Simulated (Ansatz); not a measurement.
`N[Si]Br` + CH₃SH → `CS[Si]N` + HBr at 500 K and 1 bar (ligand exchange at the Si–Br bond).

Computed with Ansatz on PBE0-D4/def2-TZVP structures; ΔE is electronic, products minus reactants. CBS: MP2 limit from def2 TZ/QZ plus the TZ coupled-cluster correction, frozen cores. This one scheme is used for every species. For Br outer-core shells are correlated without core-valence functions, which leaves a few kJ/mol of doubt a bond. Scalar relativity is left out up to krypton. One conformer a species, not always the lowest.

| species | CCSD(T)/CBS energy (Eh) | H − E (kJ/mol) | S (J/(mol·K)) |
| --- | --- | --- | --- |
| `N[Si]Br` | -2918.35423 | 100.1 | 329.7 |
| CH₃SH | -438.22835 | 145.1 | 283.7 |
| `CS[Si]N` | -782.64978 | 214.4 | 387.3 |
| HBr | -2573.91920 | 30.5 | 213.7 |

H − E and S are ideal-gas, rigid-rotor, harmonic terms from PBE0-D4/def2-TZVP, for one conformer and one mirror image of each species. 1 Eh = 2625.50 kJ/mol, R = 8.31446 J/(mol·K).

**Question.** By hand: ΔE, ΔH, ΔS and ΔG.

**Answer.** ΔE = (-782.64978) + (-2573.91920) − (-2918.35423) − (-438.22835) = 0.01360 Eh = 35.7 kJ/mol. Δ(H − E) = 214.4 + 30.5 − 100.1 − 145.1 = -0.3, so ΔH = 35.4 kJ/mol. ΔS = 387.3 + 213.7 − 329.7 − 283.7 = -12.4 J/(mol·K). ΔG = 35.4 − 500 × (-12.4)/1000 = 41.6 kJ/mol.

**Question.** By hand: the equilibrium constant, and the temperature at which ΔG would vanish if ΔH and ΔS stayed fixed.

**Answer.** log₁₀ K = −ΔG/(RT ln 10) = -4.3. ΔH and −TΔS have one sign here, so there is no such temperature.

The number of gas molecules stays the same, so ΔS is small and ΔH decides. A doubt of 5 kJ/mol in ΔE shifts log₁₀ K by 0.5 here. Other conformers and mirror images would add mixing entropy, several J/(mol·K) or more a flexible species. These are equilibria of isolated gas molecules and say nothing of rates. Largest T1 diagnostic: 0.013 (customary marks: 0.02 for closed shells, 0.045 for open ones).

ΔS is within the doubt of such terms, so its sign, and with it that verdict, could turn.
